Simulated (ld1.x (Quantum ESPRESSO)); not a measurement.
# Scattering properties, RRKJ potential for hafnium (Hf)

| Property | Result |
| --- | --- |
| Element | hafnium |
| Generator | ld1.x (Quantum ESPRESSO) 7.5 |
| Type | norm-conserving RRKJ (Kleinman–Bylander form) |
| Functional | PBE |
| Relativity | scalar-relativistic |
| Frozen core | [Kr] 4d10 |
| Valence charge | 26 |
| Reference configuration | 4f14 5s2 5p6 5d2 6s2 6p0 |
| Partial waves | 5s (bound): rc 1.65 bohr; 5p (bound): rc 2.20 bohr; 5d (bound): rc 3.00 bohr; 4f (bound): rc 0.80 bohr |
| Local potential | the f channel |
| Core correction | Bessel-smoothed model core, default radius (core density twice the valence density) |
| rho0 | 0.005 |

Occupied shells without a wave of their own: 6s. They enter only through the test configuration that unscreens the potential, and ld1.x also counts them in the model core charge.

The phase is arctan(r·u′/u) with u = r·R(r), unwrapped; energies in Ry, scanned from -7 to 5 Ry. A pole is an energy at which the radial function vanishes at the test radius. The pseudo phase is shifted by a multiple of π to meet the all-electron one at the reference energy, and phase errors are pseudo minus all-electron; the curves can meet again beyond the range given. Levels narrower than the energy grid can be missing from the lists of poles. n/a: not evaluated, since a narrow level or a reset projector energy made the automatic matching unsafe.

| channel | radius (bohr) | reference energy (Ry) | poles, all-electron | poles, pseudo | unbroken range about the reference energy with phases within 0.05 rad | phase error 1 Ry above the reference energy (rad) |
| --- | --- | --- | --- | --- | --- | --- |
| s | 3.25 | -4.93 | 0.90 | 0.91 | n/a | n/a |
| p | 3.25 | -2.61 | -2.59, 2.03 | -2.59, 1.79 | below -0.1 | -0.001 |
| d | 3.25 | -0.20 | 0.15, 4.09 | 0.16, 4.70 | below 1.2 | +0.014 |
| f | 3.25 | -1.24 | 2.69 | 2.70 | n/a | n/a |

A Bessel basis up to 400 Ry misses an occupied level by 0.04 Ry, so cutoffs were not judged. Note: ghost states, extra bound levels that the all-electron valence spectrum of the same l lacks: s at -1633.1 eV, p at -818.7 eV, d at -406.6 eV, s at -162.1 eV (other channels not judged). ld1.x takes every shell without a wave as core, so the model core holds the 6s electrons as well and exchange and correlation see them twice. This cancels in the reference configuration, but the file is broken for other ones, and its errors say nothing about a proper core correction.

Phases in the s channel:

```csv
E (Ry),all-electron,pseudo
-7.00,1.448,1.448
-6.74,1.445,1.445
-6.48,1.442,1.442
-6.22,1.439,1.439
-5.96,1.435,1.435
-5.70,1.432,1.432
-5.44,1.427,1.427
-5.18,1.421,1.421
-4.92,-1.614,-1.614
-4.66,-1.723,-1.723
-4.40,-1.730,-1.730
-4.14,-1.737,-1.737
-3.88,-1.744,-1.744
-3.62,-1.752,-1.752
-3.36,-1.761,-1.761
-3.10,-1.772,-1.772
-2.84,-1.784,-1.784
-2.58,-1.799,-1.799
-2.32,-1.818,-1.818
-2.06,-1.842,-1.842
-1.80,-1.874,-1.874
-1.54,-1.920,-1.919
-1.28,-1.990,-1.990
-1.02,-2.114,-2.112
-0.76,-2.381,-2.376
-0.50,-3.072,-3.057
-0.24,-3.978,-3.966
0.02,-4.373,-4.368
0.28,-4.542,-4.538
0.54,-4.634,-4.631
0.80,-4.694,-4.692
1.06,-4.740,-4.738
1.32,-4.779,-4.777
1.58,-4.815,-4.813
1.84,-4.853,-4.851
2.10,-4.897,-4.894
2.36,-4.953,-4.948
2.62,-5.032,-5.026
2.88,-5.164,-5.153
3.14,-5.429,-5.404
3.40,-6.050,-5.993
3.66,-6.896,-6.853
3.92,-7.324,-7.307
4.18,-7.513,-7.505
4.44,-7.614,-7.609
4.70,-7.676,-7.673
4.96,-7.719,-7.717
```
